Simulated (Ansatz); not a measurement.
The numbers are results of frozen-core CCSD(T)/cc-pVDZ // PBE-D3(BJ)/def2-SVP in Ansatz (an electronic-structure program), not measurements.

Ansatz 0.2 input:
```yaml
crystal:
  periodic: [false, false, false]
  atoms:
    - { symbol: C, position_ang: [2.426191, -0.674336, 0.994663] }
    - { symbol: C, position_ang: [0.906627, -0.73399, 1.191673] }
    - { symbol: Si, position_ang: [-0.10417, 0.320571, -0.042154] }
    - { symbol: Si, position_ang: [0.514361, 2.587177, 0.137492] }
    - { symbol: Si, position_ang: [0.373084, -0.365992, -2.248022] }
    - { symbol: C, position_ang: [-1.978138, 0.144477, 0.294766] }
    - { symbol: C, position_ang: [-2.522868, -1.279153, 0.117221] }
    - { symbol: H, position_ang: [2.722023, -1.027272, -0.015348] }
    - { symbol: H, position_ang: [2.963141, -1.304177, 1.73385] }
    - { symbol: H, position_ang: [2.813433, 0.360432, 1.099545] }
    - { symbol: H, position_ang: [0.628138, -0.398174, 2.215319] }
    - { symbol: H, position_ang: [0.543243, -1.781807, 1.105739] }
    - { symbol: H, position_ang: [0.300431, 3.09873, 1.541768] }
    - { symbol: H, position_ang: [-0.312416, 3.436661, -0.794405] }
    - { symbol: H, position_ang: [1.96555, 2.796089, -0.212861] }
    - { symbol: H, position_ang: [-0.55499, 0.314177, -3.222889] }
    - { symbol: H, position_ang: [1.786934, -0.01961, -2.639586] }
    - { symbol: H, position_ang: [0.205986, -1.856956, -2.41476] }
    - { symbol: H, position_ang: [-2.508502, 0.853491, -0.377287] }
    - { symbol: H, position_ang: [-2.16448, 0.510766, 1.328797] }
    - { symbol: H, position_ang: [-2.367944, -1.649795, -0.917622] }
    - { symbol: H, position_ang: [-3.611635, -1.331616, 0.326338] }
    - { symbol: H, position_ang: [-2.023999, -1.99969, 0.797761] }
basis:
  gaussian: { orbitals: cc-pVDZ }
correlation:
  method: ccsd_t
```

Output:

```
Functional definition: HF
1759 factors; integrals over basis functions are off by at most 1.3e-3 eV
mean field evaluation 1: about -27957.7315 eV, gradient 3.4e1 eV
mean field evaluation 2: about -27957.9136 eV, gradient 3.4e1 eV
mean field evaluation 4: about -27962.1024 eV, gradient 4.4e0 eV
mean field evaluation 8: about -27962.1772 eV, gradient 1.7e-1 eV
mean field evaluation 16: about -27961.9835 eV, gradient 4.6e-1 eV
mean field -27962.17737000 eV, -1027.5910649028 hartree, gradient 4.0e-6 eV, S^2 0.000000; 0 other end points of the search recorded, 0 dependent functions left out
19 core orbitals not correlated
reference -27962.17737000 eV, -1027.5910649028 hartree; 22, 22 occupied and 149, 149 virtual orbitals, 1759 factors
second order -24.39950066 eV of doubles, -0.00000000 eV of singles
cycle   1  -26.67333880 eV  change    -2.3e0 eV  update   1.2e-1
cycle   2  -27.57079996 eV  change   -9.0e-1 eV  update   3.7e-2
cycle   3  -27.66339079 eV  change   -9.3e-2 eV  update   1.2e-2
cycle   4  -27.66109830 eV  change    2.3e-3 eV  update   3.7e-3
cycle   5  -27.66036392 eV  change    7.3e-4 eV  update   1.1e-3
cycle   6  -27.65991039 eV  change    4.5e-4 eV  update   3.4e-4
cycle   7  -27.65977771 eV  change    1.3e-4 eV  update   9.1e-5
cycle   8  -27.65977161 eV  change    6.1e-6 eV  update   3.1e-5
perturbative correction -0.83935934 eV, -0.0308458869 hartree
Total energy: -27990.67650095 eV, -1028.6383886480 hartree
```

Cost: very roughly 6 core-minutes.
